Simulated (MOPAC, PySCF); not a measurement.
CH3BO, SMILES `[H]/B=C/O` (B–C–O–H torsion 0°), neutral singlet in the gas phase. 

Cartesian coordinates (Å):
SMILES: O/C=B/[H]
```xyz
6

B      1.0843    -0.2114    -0.0127
C     -0.1689     0.3835     0.0859
O     -1.4748    -0.0318    -0.0593
H      2.1788    -0.6166    -0.0716
H     -0.1244     1.4438     0.3417
H     -1.4950    -0.9675    -0.2839
```
Charge 0, spin multiplicity 1.

All levels are single points at this geometry (B3LYP-D3(BJ)/def2-TZVP); Pople sets use spherical d functions. Orbital energies aren't observables, and empty levels follow the basis.

HF/6-31G* in PySCF gives dipole (D) = 1.84.

Question: Estimate the dipole (D) from each of these levels: B3LYP-D3(BJ)/def2-TZVP in PySCF; PBE-D3(BJ)/def2-TZVP in PySCF; B3LYP/3-21G in PySCF; B3LYP/6-311+G** in PySCF; BP86/6-31G* in PySCF; M06-2X/6-31G* in PySCF; PBE/6-31G* in PySCF; SVWN5/6-31G* in PySCF; HF/3-21G in PySCF; AM1 in MOPAC; PM6 in MOPAC; PM7 in MOPAC.

Answer: 
```csv
level,dipole (D)
B3LYP-D3(BJ)/def2-TZVP in PySCF,1.50
PBE-D3(BJ)/def2-TZVP in PySCF,1.32
B3LYP/3-21G in PySCF,1.33
B3LYP/6-311+G** in PySCF,1.63
BP86/6-31G* in PySCF,1.26
M06-2X/6-31G* in PySCF,1.57
PBE/6-31G* in PySCF,1.24
SVWN5/6-31G* in PySCF,1.28
HF/3-21G in PySCF,1.83
AM1 in MOPAC,2.99
PM6 in MOPAC,2.66
PM7 in MOPAC,0.46
```
